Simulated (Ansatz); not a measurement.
The cluster Pt2Au, 3 atoms. Hardware: 4 threads of Arm Neoverse V2 on a shared host.

In the def2 sets Au, Pt take a core potential; there is no spin–orbit coupling. Correlated methods freeze no core orbitals; core or outer-core shells of Pt, Au are correlated, in sets that lack core-valence functions. In CCSD on the charge 0 quartet the largest single amplitude is 0.19, so its Hartree–Fock determinant may place the open shell otherwise than the density functionals do.

Q: How many basis functions does each of these Ansatz runs have, and roughly what does it cost? r2SCAN-D4/def2-TZVP, charge 1 triplet at the geometry of the charge 0 doublet, energy, from earlier orbitals; PBE0-D4/def2-TZVPD, charge 0 doublet, energy, from earlier orbitals; r2SCAN-D4/def2-TZVPD, charge -1 triplet at the geometry of the charge 0 doublet, energy, from earlier orbitals; r2SCANh-D4/def2-TZVP, charge 0 doublet, energy, from earlier orbitals; r2SCAN-D4/def2-TZVP, charge 0 doublet, energy, from earlier orbitals; PBE0-D4/def2-SVP, charge 0 doublet, energy, from earlier orbitals; r2SCAN-D4/def2-TZVPD, charge -1 singlet at the geometry of the charge 0 doublet, energy, from earlier orbitals; PBE0-D4/def2-TZVP, charge 1 triplet at the geometry of the charge 0 doublet, energy; CCSD(T)/def2-TZVP, charge 0 quartet, energy, from earlier orbitals; r2SCAN-D4/def2-TZVP, charge 1 singlet at the geometry of the charge 0 doublet, energy, from earlier orbitals; r2SCANh-D4/def2-TZVP, charge 0 quartet, energy, from earlier orbitals; PBE0-D4/def2-TZVP, charge 0 quartet, energy, from earlier orbitals.

A: Other jobs shared the machine, so times can vary by a factor of up to 3. A dash marks memory too small to be measured apart from the calling script's.

```
                                                                                                           run  functions  fitting or Cholesky vectors  wall time  peak host memory (GiB)
  r2SCAN-D4/def2-TZVP, charge 1 singlet at the geometry of the charge 0 doublet, energy, from earlier orbitals        120                         1150      2.6 s                       –
r2SCAN-D4/def2-TZVPD, charge -1 singlet at the geometry of the charge 0 doublet, energy, from earlier orbitals        129                         1122      3.1 s                       –
                                             PBE0-D4/def2-SVP, charge 0 doublet, energy, from earlier orbitals         96                          978      3.8 s                       –
                           PBE0-D4/def2-TZVP, charge 1 triplet at the geometry of the charge 0 doublet, energy        120                         1128      6.5 s                       –
  r2SCAN-D4/def2-TZVP, charge 1 triplet at the geometry of the charge 0 doublet, energy, from earlier orbitals        120                         1150      6.5 s                       –
                                           PBE0-D4/def2-TZVPD, charge 0 doublet, energy, from earlier orbitals        129                         1235        9 s                    0.64
                                         r2SCANh-D4/def2-TZVP, charge 0 quartet, energy, from earlier orbitals        120                         1150      9.5 s                       –
r2SCAN-D4/def2-TZVPD, charge -1 triplet at the geometry of the charge 0 doublet, energy, from earlier orbitals        129                         1122       11 s                       –
                                            PBE0-D4/def2-TZVP, charge 0 quartet, energy, from earlier orbitals        120                         1128       14 s                       –
                                         r2SCANh-D4/def2-TZVP, charge 0 doublet, energy, from earlier orbitals        120                         1150       21 s                    0.63
                                          r2SCAN-D4/def2-TZVP, charge 0 doublet, energy, from earlier orbitals        120                         1150       28 s                       –
                                            CCSD(T)/def2-TZVP, charge 0 quartet, energy, from earlier orbitals        120                         1128    1.8 min                     1.8
```
